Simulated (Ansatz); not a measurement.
`CN[SiH2][SiH3]` → `CN[SiH3]` + `[SiH2]` at 298.15 K and 1 bar (silylene loss).

Isolated molecules relaxed with PBE0-D4/def2-TZVP in Ansatz; ΔE leaves out vibrations. CBS: MP2 limit from def2 TZ/QZ plus the TZ coupled-cluster correction, frozen cores. This one scheme is used for every species. Each species was taken in one conformer, which may not be the lowest.

```
         species  CCSD(T)/CBS energy (Eh)  H − E (kJ/mol)  S (J/(mol·K))
`CN[SiH2][SiH3]`               -676.32808           275.4          365.2
      `CN[SiH3]`               -386.04948           224.3          300.3
        `[SiH2]`               -290.19011            40.6          207.5
```

H − E and S are ideal-gas, rigid-rotor, harmonic terms from PBE0-D4/def2-TZVP, for one conformer and one mirror image of each species. 1 Eh = 2625.50 kJ/mol, R = 8.31446 J/(mol·K).

Question: By hand: ΔE, ΔH, ΔS and ΔG.

Answer: ΔE = (-386.04948) + (-290.19011) − (-676.32808) = 0.08849 Eh = 232.3 kJ/mol. Δ(H − E) = 224.3 + 40.6 − 275.4 = -10.5, so ΔH = 221.8 kJ/mol. ΔS = 300.3 + 207.5 − 365.2 = 142.6 J/(mol·K). ΔG = 221.8 − 298.15 × (142.6)/1000 = 179.3 kJ/mol.

Question: By hand: the equilibrium constant, and the temperature at which ΔG would vanish if ΔH and ΔS stayed fixed.

Answer: log₁₀ K = −ΔG/(RT ln 10) = -31.4. ΔG = 0 at ΔH/ΔS = 1555 K.

The number of gas molecules changes by +1, which sets the sign of ΔS. A doubt of 5 kJ/mol in ΔE shifts log₁₀ K by 0.9 here. Other conformers and mirror images would add mixing entropy, several J/(mol·K) or more a flexible species. These are equilibria of isolated gas molecules and say nothing of rates. Largest T1 diagnostic: 0.014 (customary marks: 0.02 for closed shells, 0.045 for open ones).
